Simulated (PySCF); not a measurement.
Gas-phase reaction: 4 GaH(CH3)2 + 2 C2H3 (vinyl) + H2 = 4 Ga(CH3)3

Method: PySCF energies plus ideal-gas RRHO corrections (1 bar). † marks an energy on the PBE0/def2-TZVP geometry and frequencies; other levels use their own. 6-31G* has spherical d functions here. Open shells (unrestricted): C2H3 (vinyl) (multiplicity 2); the rest are closed-shell singlets. B3LYP is the form with VWN-RPA correlation. Ga: all electrons, no relativistic terms. GaH(CH3)2: computed as isolated molecules; such fragments, hydroxides, amides, oligomers or adducts are transient or little studied in the gas.

ωB97X-V/def2-TZVP† gives ΔH°(298 K) = -816 kJ.

Problem. What do B3LYP/6-31G*, B3LYP/def2-TZVP†, PBE0/def2-SVP† give?

Solution. B3LYP/6-31G*: -766 kJ; B3LYP/def2-TZVP†: -738 kJ; PBE0/def2-SVP†: -815 kJ. For scale, ΔH°(298 K) is -816 kJ at this level, -808 kJ at ωB97M-V/def2-TZVP†, and runs from -912 to -701 kJ over the 13 levels computed.
